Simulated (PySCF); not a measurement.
# The second ionisation energy along the second row

Calculated with PySCF 2.14 from differences of total energies of unrestricted determinants, without spin-orbit coupling. Values in eV. The last column holds reference values (NIST; (s) semi-empirical, (t) theoretical, else measured). Unmarked ones compare directly (S terms, centres of terms, or small fine structure); those marked * lie between the lowest fine-structure levels and include a spin-orbit shift.

```
                         element               configurations  SCS-MP2 (valence and next inner shell)  CCSDT (valence and next inner shell)  MP2 (valence)     LDA     PBE  r2SCAN     reference
Be (ANO-RCC-VTZP, spin-free X2C)               [He] 2s1 → 1s2                                  18.152                                18.160            n/a  18.245  18.489  18.176        18.211
 C (ANO-RCC-VTZP, spin-free X2C)      [He] 2s2 2p1 → [He] 2s2                                  24.357                                24.288         24.387  24.775  24.866  25.017        24.378
 N (ANO-RCC-VTZP, spin-free X2C)  [He] 2s2 2p2 → [He] 2s2 2p1                                  29.503                                29.513         29.629  30.062  29.912  30.149  29.601 (s) *
 O (ANO-RCC-VTZP, spin-free X2C)  [He] 2s2 2p3 → [He] 2s2 2p2                                  34.959                                35.045         35.202  35.587  35.288  35.499      35.121 *
 F (ANO-RCC-VTZP, spin-free X2C)  [He] 2s2 2p4 → [He] 2s2 2p3                                  34.747                                34.742         34.663  35.283  35.452  35.170        34.950
Ne (ANO-RCC-VTZP, spin-free X2C)  [He] 2s2 2p5 → [He] 2s2 2p4                                  40.731                                   n/a         40.736  41.440  41.135  41.128      40.963 *
```

Problem. Fill in the row of B (ANO-RCC-VTZP, spin-free X2C) ([He] 2s2 → [He] 2s1).

Solution. SCS-MP2 (valence and next inner shell) 24.651; CCSDT (valence and next inner shell) 25.100; MP2 (valence) 24.431; LDA 24.559; PBE 24.616; r2SCAN 24.264; reference 25.155 (eV).

"Valence" correlates the outer s and p shells and, in groups 3 to 12 and the f block, the outer d or f shell, open or full, or the next shell where the ion has no valence electron left; the wider scheme adds the next inner shell.
